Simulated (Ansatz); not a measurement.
Mo₃O₉⁻, relaxed as a doublet with UKS PBE-D4/def2-SVP in Ansatz, starting from the GFN1-xTB geometry. Force threshold 0.03 eV/Å.

In the def2 sets Mo takes a core potential; there is no spin–orbit coupling. The structure holds one bond between oxygen atoms, so isomers without such links may lie far lower. Another isomer (doublet) lies 0.55 eV lower at PBE0-D4/def2-SVP; other spin states weren't run for this one.

Start:

| atom | x (Å) | y (Å) | z (Å) |
| --- | --- | --- | --- |
| Mo1 | -2.103 | 0.221 | 1.601 |
| Mo2 | 0.524 | -0.504 | 0.987 |
| Mo3 | 1.405 | -0.057 | -1.586 |
| O4 | 0.505 | 0.118 | -3.130 |
| O5 | 0.405 | -1.260 | -0.669 |
| O6 | 1.035 | -0.753 | 2.540 |
| O7 | -2.019 | 1.422 | 2.761 |
| O8 | 2.884 | -0.789 | -1.799 |
| O9 | -2.690 | -1.265 | 2.108 |
| O10 | -2.572 | 0.699 | 0.068 |
| O11 | 1.280 | 1.260 | -2.804 |
| O12 | 1.345 | 0.906 | -0.078 |

```csv
step,energy (eV),largest force component (eV/Å),SCF passes
1,-23971.4688,4.683,52
2,-23973.0354,1.569,45
3,-23973.2462,1.321,50
4,-23973.4570,0.921,41
5,-23973.6740,0.767,38
6,-23973.8890,0.842,35
7,-23974.1330,0.748,35
8,-23974.3356,0.699,36
9,-23974.4350,1.071,45
10,-23974.5254,0.582,38
11,-23974.5502,0.344,40
12,-23974.5677,0.064,35
13,-23974.5703,0.106,30
14,-23974.5714,0.068,34
15,-23974.5725,0.029,28
```

Force components are those of the run's own axes.

End:

Cartesian coordinates in Å:
```
Mo -2.359 0.503 1.680
Mo 0.127 -0.537 0.917
Mo 1.469 -0.164 -1.494
O 0.785 -0.452 -3.274
O 0.439 -1.611 -0.639
O 1.073 -0.865 2.286
O -2.069 1.198 3.229
O 3.136 -0.447 -1.363
O -1.676 -1.199 1.245
O -2.769 1.619 0.437
O 1.054 0.979 -2.986
O 0.789 0.975 -0.038
```

Bonds formed: Mo2–O9 (atoms count from 1).

No frequencies were taken in this run, so the end may be a saddle point.

Run time 2.1 min (4 threads of Arm Neoverse V2 on a shared host).
